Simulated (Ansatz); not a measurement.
F4OW (`[O]=[W]([F])([F])([F])[F]`), 6 atoms. Total charge 0; spin multiplicity 1. Correlated methods include outer-core shells of W, which these sets cover unevenly. W takes the def2 core potential. Hardware: A = 2 threads of a server CPU on a shared host; B = 2 threads of an AMD EPYC 7R13 on a shared host and a share of an NVIDIA H100 80 GB. Correlated methods freeze the cores. Open-shell runs search over several starts.

(1) Give the basis size and wall time and peak host memory of each of these runs in Ansatz. direct RPA on PBE orbitals/def2-TZVPP energy [A]; UKS B3LYP-D4/def2-TZVPP energy of the cation [A]; RKS ωB97M-V/def2-SVP energy [A]; RHF-CCSD(T)/def2-SVP energy [A]; RKS SPW92 (LDA)/def2-TZVPP energy [A]; RKS PBE0-D4/def2-QZVPP energy [B]; UKS r2SCAN-D4/def2-TZVPP energy of the cation [A]; RKS ωB97M-V/def2-QZVPP energy [B]; RHF-MP2/def2-QZVPP energy [B]; RHF-CCSD(T)/def2-TZVPP energy [B]; UKS ωB97M-V/def2-TZVPP energy of the cation [A]; RKS r2SCANh-D4/def2-TZVPP energy [A]. (Best estimate.)

Answers

(1) Ansatz gave: Other jobs shared the machine, so times are rough.

```tsv
level	job	functions	wall time	peak host memory (GiB)
RKS SPW92 (LDA)/def2-TZVPP	energy [A]	211	2 s	0.27
RKS PBE0-D4/def2-QZVPP	energy [B]	366	9 s	0.88
RKS ωB97M-V/def2-QZVPP	energy [B]	366	11 s	0.97
RHF-MP2/def2-QZVPP	energy [B]	366	11 s	0.86
RKS r2SCANh-D4/def2-TZVPP	energy [A]	211	12 s	0.56
RHF-CCSD(T)/def2-TZVPP	energy [B]	211	14 s	0.8
RKS ωB97M-V/def2-SVP	energy [A]	102	16 s	0.4
direct RPA on PBE orbitals/def2-TZVPP	energy [A]	211	17 s	0.55
RHF-CCSD(T)/def2-SVP	energy [A]	102	27 s	0.6
UKS B3LYP-D4/def2-TZVPP	energy of the cation [A]	211	120 s	0.99
UKS r2SCAN-D4/def2-TZVPP	energy of the cation [A]	211	2.1 min	0.72
UKS ωB97M-V/def2-TZVPP	energy of the cation [A]	211	7.6 min	1.2
```

B3LYP here is the variant with VWN-RPA as its local correlation; programs differ in this.
